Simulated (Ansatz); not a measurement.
Reaction (formal exchange of groups at the Si–N bond): `F/C=N/[SiH3]` + `O[SiH]([SiH3])S` → `O[Si]([SiH3])([SiH3])S` + `N=CF`

Isolated molecules relaxed with PBE0-D4/def2-TZVP in Ansatz; ΔE leaves out vibrations. CBS: MP2 limit from def2 TZ/QZ plus the TZ coupled-cluster correction, frozen cores. This one scheme is used for every species. Each species was taken in one conformer, which may not be the lowest.

| species | CCSD/CBS(def2) energy (Eh) |
| --- | --- |
| `F/C=N/[SiH3]` | -483.99064 |
| `O[SiH]([SiH3])S` | -1054.75714 |
| `O[Si]([SiH3])([SiH3])S` | -1345.03249 |
| `N=CF` | -193.69821 |

Problem. Work out ΔE.

Solution. ΔE = (-1345.03249) + (-193.69821) − (-483.99064) − (-1054.75714) = 0.01708 Eh = +44.8 kJ/mol. CCSD(T)/CBS gives +41.7 kJ/mol.

Largest T1 diagnostic among the species: 0.014.

In def2-TZVPP, CCSD(T) changes the Hartree–Fock value by −24.4 kJ/mol (the triples alone add −3.2 kJ/mol) and MP2 by −16.1 kJ/mol. From PBE to PBE0 (25 % exact exchange), in def2-TZVPP and without D4, ΔE moves by +5.3 kJ/mol. The D4 term adds −8.1 kJ/mol with B3LYP and −4.9 kJ/mol with PBE0; it sums over pairs of atoms, weighted by their polarisabilities, and B3LYP, whose exchange is more repulsive, gets the larger term.

B3LYP here is the variant with VWN-RPA as its local correlation; programs differ in this.
